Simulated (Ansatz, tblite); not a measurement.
Isomers of Ga₂As₃⁻ (singlet), found by a short tight-binding search and relaxed with r2SCAN-D4/def2-SVPD in Ansatz.

The xTB rows come from tblite. Correlated methods freeze 45 core orbitals; core or outer-core shells of Ga, As are correlated, in sets that lack core-valence functions.

Run but left out: HF/def2-TZVPD (A: restricted singlet, unstable towards broken spin symmetry).

A: The restricted singlet is unstable towards broken spin symmetry in Hartree–Fock (as tested in another run); at PBE-D4/def2-TZVPD, r2SCAN-D4/def2-TZVPD, PBE0-D4/def2-TZVPD, r2SCAN0-D4/def2-TZVPD this wasn't settled. At MP2/def2-TZVPD the restricted singlet (for correlated methods, its reference) is unstable: a solution with broken spin symmetry lies lower. B: At MP2/def2-TZVPD the restricted singlet (for correlated methods, its reference) is unstable: a solution with broken spin symmetry lies lower.

Other spin states were run for one of them alone.

A:

```xyz
5

Ga    2.505   -0.635   -0.059
Ga   -1.459   -0.241   -1.172
As    0.809    0.997   -1.053
As    0.244   -0.044    1.088
As   -2.098   -0.077    1.195
```

B:

Cartesian coordinates in Å:
```
Ga -0.684 1.045 0.878
Ga 0.137 -1.518 -0.057
As -1.212 -1.052 1.821
As 1.112 1.672 -0.640
As 0.646 -0.146 -2.001
```

Task: Estimate their order by electronic energy at PBE0-D4/def2-TZVPD, counted from the lowest.

Result: B (0.0) < A (30.6), in kJ/mol.

Task: Do the other levels pick the same lowest one?

Result: All that were run do. Energies above each level's lowest (kJ/mol):

```
                level     A    B
             GFN1-xTB  30.3  0.0
             GFN2-xTB  27.2  0.0
    PBE-D4/def2-TZVPD  30.2  0.0
 r2SCAN-D4/def2-TZVPD  41.3  0.0
   PBE0-D4/def2-TZVPD  30.6  0.0
r2SCAN0-D4/def2-TZVPD  37.2  0.0
       MP2/def2-TZVPD  33.8  0.0
```
Point groups (tolerance 0.1 Å): A not assigned, B C2. Lower isomers may exist.
